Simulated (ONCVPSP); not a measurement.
**Pseudopotential generation for S (Z = 16): ONCV, PBE, non-relativistic.**

sulfur (S), optimised norm-conserving Vanderbilt (ONCV), made with ONCVPSP 4.0.1 (PBE, non-relativistic). Core [Ne], reference 3s1 3p5. Waves: 3s: rc 1.25 bohr, ncon 4, nbas 7, qcut 4.7 1/bohr, 2 projectors, debl 2.8 Ha; 3p: rc 1.15 bohr, ncon 4, nbas 7, qcut 6.7 1/bohr, 2 projectors, debl 1.7 Ha; d scattering state at 0.25 Ha: rc 1.20 bohr, ncon 4, nbas 7, qcut 9.4 1/bohr, 3 projectors, debl 2.4 Ha. Local part: polynomial inside 1.10 bohr (lpopt 5, dvloc0 0 Ha). Core correction: polynomial model core, fcfact 0.4.

- Cutoffs needed: 78 Ha and 109 Ha (the cutoffs (Ha) at which the residual kinetic energy of the hardest occupied pseudo-wave falls to 1 and 0.1 mHa per electron)
- Ghost test: ghosts flagged at negative energy: p at -100.4 eV; GHOST(+) flagged for s at 155.2 eV; a true bound ghost makes a file unfit for plane-wave use
- Largest excitation error: +114 meV (all-electron minus pseudo) for 3s2 3p0, out of 4 test configurations
- rms error of d²Exc/dni dnj: 1.98 mHa without and 0.36 mHa with the model core
